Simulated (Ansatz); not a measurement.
Ansatz (a program for electronic structure) job for WSCl3, SMILES [S]=[W+]([Cl])([Cl])[Cl], charge +1, multiplicity 1, CAM-B3LYP/def2-TZVPD. Coordinates come from a B3LYP-D3(BJ)/def2-SVP optimisation. The multiplicity is an assumed one; other spin states were not compared. The isomer is the one that the SMILES or the coordinates give; other isomers of the formula were not compared. The def2 effective core potentials stand for the cores of W; spin–orbit coupling is left out.

Ansatz 0.2 input:
```yaml
crystal:
  periodic: [false, false, false]
  atoms:
    - {symbol: W, position_ang: [0.00000000, -0.00000000, 0.00465844]}
    - {symbol: S, position_ang: [0.00000001, 0.00000000, -2.08653667]}
    - {symbol: Cl, position_ang: [1.83615811, 1.06010638, 0.64784044]}
    - {symbol: Cl, position_ang: [-1.83615811, 1.06010638, 0.64784043]}
    - {symbol: Cl, position_ang: [-0.00000001, -2.12021276, 0.64784043]}
basis:
  gaussian:
    orbitals: def2-TZVPD
hamiltonian:
  xc: {name: CAM-B3LYP}
total_charge: 1
```

It prints:

```
WARN ansatz: RAYON_NUM_THREADS=1 ignored (pool sized by the plan → 1); use --threads N
Functional definition: CAM-B3LYP
integrals: 0.32 GiB planned
1577 factors; their error is unknown
integrals: 0.35 GiB planned
369 factors; integrals over basis functions are off by at most 3.6e-5 eV
mean field: 2.05 GiB planned
mean field evaluation 1: about -50225.0588 eV, gradient 3.7e1 eV
mean field evaluation 2: about -50209.4786 eV, gradient 9.8e1 eV
mean field evaluation 4: about -50227.8919 eV, gradient 4.2e0 eV
mean field evaluation 8: about -50227.9353 eV, gradient 6.9e-2 eV
mean field evaluation 16: about -50228.0281 eV, gradient 7.0e-5 eV
mean field -50228.02808203 eV, -1845.8459862345 hartree, gradient 2.9e-5 eV, S^2 0.000000; 0 other end points of the search recorded, 0 dependent functions left out
reference -50228.02824498 eV, -1845.8459922226 hartree; 40, 40 occupied and 187, 187 virtual orbitals, 1577 factors
Total energy: -50228.02824498 eV, -1845.8459922226 hartree
```

The calculation finished and met its thresholds.
